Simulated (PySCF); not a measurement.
Structure with atom numbers: `[F:1][SiH2:2][O:3][SiH:4]([SiH3:5])[SiH3:6]`. Hydrogens are named by the atom that carries them.

- shielding tensors at PBE0/pcSseg-1 (GIAO)
- geometry from GFN2-xTB
- program: PySCF 2.14
- one computed conformer, gas phase, equivalent nuclei averaged, non-relativistic Hamiltonian

Scale: $^{1}$H, $^{29}$Si against TMS; CFCl3 for $^{19}$F; $^{17}$O vs H2O (reference shieldings calculated alike).

```json
{"atoms": "H(Si4)", "nucleus": "$^{1}$H", "count": "1", "δ (ppm)": "6.32"}
{"atoms": "O3", "nucleus": "$^{17}$O", "count": "1", "δ (ppm)": "?"}
{"atoms": "Si2", "nucleus": "$^{29}$Si", "count": "1", "δ (ppm)": "?"}
{"atoms": "H(Si5)/H(Si6)", "nucleus": "$^{1}$H", "count": "6", "δ (ppm)": "3.63"}
{"atoms": "Si5/Si6", "nucleus": "$^{29}$Si", "count": "2", "δ (ppm)": "-116.1"}
{"atoms": "F1", "nucleus": "$^{19}$F", "count": "1", "δ (ppm)": "-164.5"}
{"atoms": "Si4", "nucleus": "$^{29}$Si", "count": "1", "δ (ppm)": "-7.9"}
{"atoms": "H(Si2)", "nucleus": "$^{1}$H", "count": "2", "δ (ppm)": "4.81"}
```

Fill in the missing shifts.

Results:


- Si2: -30.6 ppm, silicon bonded to F, O, 2 H
- O3: 43.0 ppm, oxygen bonded to 2 Si

Unscaled 19F shifts against computed CFCl3 carry errors that often reach 10 to 50 ppm. Experimental scales use liquid or dissolved standards, which lie at an offset from isolated H2O (liquid H2O: subtract about 36 ppm).
